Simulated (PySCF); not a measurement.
**Telling isomers of C7H4F4 apart by NMR**

[PySCF: shieldings: GIAO PBE0/pcSseg-1; coordinates at the GFN2-xTB level; one conformer; no solvent model; fast rotation and ring inversion assumed for equivalent nuclei; no relativistic terms]

Scale: $^{1}$H and $^{13}$C against TMS (reference shieldings calculated alike). Splittings of carbon signals by F and P are missing where no couplings were computed. Where no couplings were computed, multiplicities follow the n + 1 count of equivalent neighbours, and m marks all less simple cases (inequivalent or close neighbours, rings, F or P nearby). Shifts are as computed. Against solution values, carbons near 30 ppm lie about +3 ppm off and those near 130 ppm about +5 ppm. Of 1211 compounds with measured shifts, 218 miss one by over three times the rms of a fit or turn the order of signals round; such compounds aren't used in these exercises.

(1) Tabulate the signals of `Fc1ccc(C(F)(F)F)cc1`, `Fc1cccc(C(F)(F)F)c1` and their relative energies.

(2) What is the quickest way to tell Fc1ccc(C(F)(F)F)cc1 from Fc1cccc(C(F)(F)F)c1?

Answers

(1) 
```tsv
SMILES	carbon types	δC	δH	E rel. (kcal/mol)
Fc1ccc(C(F)(F)F)cc1	3×C 4×CH	174.7, 134.7, 133.3, 133.2, 121.8	8.08 (m, 2H), 7.49 (m, 2H)	0.0
Fc1cccc(C(F)(F)F)c1	3×C 4×CH	172.8, 140.0, 136.4, 132.9, 127.2, 124.8, 120.0	7.82 (m, 1H), 7.80 (m, 1H), 7.75 (m, 1H), 7.56 (m, 1H)	0.5
```

Energies are electronic energies at PBE0/pcSseg-1 on these geometries, without zero-point or thermal terms, each for the one conformer computed, which needn't be the lowest.

(2) Count the carbon signals: 5 against 7. The first has an aromatic carbon bearing fluorine (C) at 174.7 ppm, the second a substituted aromatic carbon (C) at 140.0 ppm. Their most deshielded carbons lie at 174.7 and 172.8 ppm.
